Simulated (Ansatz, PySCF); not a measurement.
Si(F)2(Br)(NH2) (BrF2H2NSi), SMILES N[Si](F)(F)Br.

Geometry optimised at PBE0-D3(BJ)/def2-SVP. The structure was generated by enumeration, and PubChem lists no compound with its InChIKey, so it may never have been made. Other conformers were not sampled.

Vertical ionisation energy (IE) and electron affinity (EA) in eV. Rows of orbital energies are one-electron estimates. Where ΔSCF, EOM or ADC give a negative EA the extra electron is unbound and the value depends on the basis.

```json
[
 {"level": "−ε(HOMO), −ε(LUMO), PBE0/def2-TZVP (PySCF)", "IE": "8.36", "EA": "-0.16"},
 {"level": "−ε(HOMO), −ε(LUMO), PBE/def2-TZVP (PySCF)", "IE": "6.91", "EA": "0.77"},
 {"level": "ΔSCF, PBE0/def2-SVPD (Ansatz), final states of multiplicity 2 and 2", "IE": "10.63", "EA": "-0.95"},
 {"level": "ΔSCF, PBE/def2-SVPD (Ansatz), final states of multiplicity 2 and 2", "IE": "(withheld)", "EA": "(withheld)"}
]
```

Task: Complete the blanks. (The exact figures need the calculation; the answer reports its results.)

Result: 
- ΔSCF, PBE/def2-SVPD (Ansatz, an electronic-structure program), final states of multiplicity 2 and 2, IE: 10.25
- ΔSCF, PBE/def2-SVPD (Ansatz), final states of multiplicity 2 and 2, EA: -0.74

Task: What vertical singlet–triplet gap does ΔSCF give with PBE0/def2-SVPD (Ansatz) and with PBE/def2-SVPD (Ansatz)? (Estimate from the structure and the level; the computed values follow.)

Result: 6.52 and 5.99 eV (triplet above singlet where positive).
